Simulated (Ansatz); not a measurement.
`OC=C(F)F` and `C=C(F)C=C(F)F` differ in one atom or group.

Ansatz, PBE0-D4/def2-TZVP geometries, multiplicity 1. Each molecule was computed in one conformer, which needn't be the lowest.

| property | `OC=C(F)F` |
| --- | --- |
| LUMO energy (B3LYP/def2-TZVPP) / eV | 0.23 |
| ideal-gas entropy at 298 K and 1 bar (rigid rotor, harmonic PBE0-D4/def2-TZVP) / J/(mol·K) | 300 |
| LUMO energy (PBE0/def2-TZVPP) / eV | 0.64 |
| LUMO energy (PBE/def2-TZVPP) / eV | -0.28 |
| HOMO–LUMO gap (PBE0/def2-TZVPP) / eV | 7.47 |
| HOMO–LUMO gap (PBE/def2-TZVPP) / eV | 5.18 |

Problem. What does the change do to each property? (Estimate.)

Solution. Computed: 
| property | `C=C(F)C=C(F)F` | shift |
| --- | --- | --- |
| LUMO energy (B3LYP/def2-TZVPP) / eV | -1.14 | -1.37 |
| ideal-gas entropy at 298 K and 1 bar (rigid rotor, harmonic PBE0-D4/def2-TZVP) / J/(mol·K) | 340 | 40 |
| LUMO energy (PBE0/def2-TZVPP) / eV | -0.89 | -1.53 |
| LUMO energy (PBE/def2-TZVPP) / eV | -1.78 | -1.50 |
| HOMO–LUMO gap (PBE0/def2-TZVPP) / eV | 6.04 | -1.43 |
| HOMO–LUMO gap (PBE/def2-TZVPP) / eV | 4.02 | -1.16 |

With PBE0 the HOMO falls by 0.10 eV and the LUMO falls by 1.53 eV, so the gap narrows by about 1.43 eV. PBE moves the HOMO by -0.35 eV and ωB97M-V by 0.06 eV. The zero-point energy changes by 55.6 kJ/mol with +9 modes.

B3LYP here is the variant with VWN-RPA as its local correlation; programs differ in this.
